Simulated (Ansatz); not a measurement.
Consider the redistribution: `O[SiH2]B(F)Cl` + `F[SiH2][SiH2]F` → `O[SiH2][SiH2][SiH2]F` + `FB(F)Cl`.

Calculated with Ansatz (gas phase, PBE0-D4/def2-TZVP geometries, no zero-point term in ΔE). CCSD(T)/CBS adds triple-zeta CCSD(T) − MP2 to the extrapolated MP2 energy (def2 sets, frozen cores). This one scheme is used for every species. DFT in def2-TZVPP. One conformer a species, not always the lowest.

```csv
level,ΔE (eV)
r2SCAN-D4,-0.57
r2SCAN,-0.56
```

Q: What does CCSD(T)/CBS give? (Estimate.)

A: Ansatz gave: -0.47 eV. The listed levels differ from it by -0.10, -0.09 eV.

Largest T1 diagnostic among the species: 0.013.

The D4 term adds −0.04 eV with B3LYP and −0.03 eV with PBE0; it sums over pairs of atoms, weighted by their polarisabilities, and B3LYP, whose exchange is more repulsive, gets the larger term. In def2-TZVPP, CCSD(T) changes the Hartree–Fock value by −0.10 eV (the triples alone add −0.01 eV) and MP2 by −0.08 eV.

B3LYP here is the variant with VWN-RPA as its local correlation; programs differ in this.
